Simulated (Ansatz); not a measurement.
`C#[C][GeH3]` + `O[AsH2]` → `O[AsH][GeH3]` + `C#C` at 600 K and 1 bar (ligand exchange at a Ge–C bond).

Computed with Ansatz on PBE0-D4/def2-TZVP structures; ΔE is electronic, products minus reactants. CBS: MP2 limit from def2 TZ/QZ plus the TZ coupled-cluster correction, frozen cores. This one scheme is used for every species. For As, Ge outer-core shells are correlated without core-valence functions, which leaves a few kJ/mol of doubt a bond. Scalar relativity is left out up to krypton. Each species was taken in one conformer, which may not be the lowest.

```json
{"species": "`C#[C][GeH3]`", "CCSD(T)/CBS energy (Eh)": "-2154.54588", "H − E (kJ/mol)": "153.3", "S (J/(mol·K))": "344.7"}
{"species": "`O[AsH2]`", "CCSD(T)/CBS energy (Eh)": "-2311.97217", "H − E (kJ/mol)": "108.4", "S (J/(mol·K))": "309.7"}
{"species": "`O[AsH][GeH3]`", "CCSD(T)/CBS energy (Eh)": "-4389.29663", "H − E (kJ/mol)": "172.2", "S (J/(mol·K))": "419.1"}
{"species": "`C#C`", "CCSD(T)/CBS energy (Eh)": "-77.22717", "H − E (kJ/mol)": "96.2", "S (J/(mol·K))": "235.4"}
```

H − E and S are ideal-gas, rigid-rotor, harmonic terms from PBE0-D4/def2-TZVP, for one conformer and one mirror image of each species. 1 Eh = 2625.50 kJ/mol, R = 8.31446 J/(mol·K).

**Question.** By hand: ΔE, ΔH, ΔS and ΔG.

**Answer.** ΔE = (-4389.29663) + (-77.22717) − (-2154.54588) − (-2311.97217) = -0.00575 Eh = -15.1 kJ/mol. Δ(H − E) = 172.2 + 96.2 − 153.3 − 108.4 = 6.7, so ΔH = -8.4 kJ/mol. ΔS = 419.1 + 235.4 − 344.7 − 309.7 = 0.1 J/(mol·K). ΔG = -8.4 − 600 × (0.1)/1000 = -8.5 kJ/mol.

**Question.** By hand: the equilibrium constant, and the temperature at which ΔG would vanish if ΔH and ΔS stayed fixed.

**Answer.** log₁₀ K = −ΔG/(RT ln 10) = 0.7. ΔH and −TΔS have one sign here, so there is no such temperature.

The number of gas molecules stays the same, so ΔS is small and ΔH decides. A doubt of 5 kJ/mol in ΔE shifts log₁₀ K by 0.4 here. Other conformers and mirror images would add mixing entropy, several J/(mol·K) or more a flexible species. These are equilibria of isolated gas molecules and say nothing of rates. Largest T1 diagnostic: 0.013 (customary marks: 0.02 for closed shells, 0.045 for open ones).

ΔS is within the doubt of such terms, so its sign, and with it that verdict, could turn.
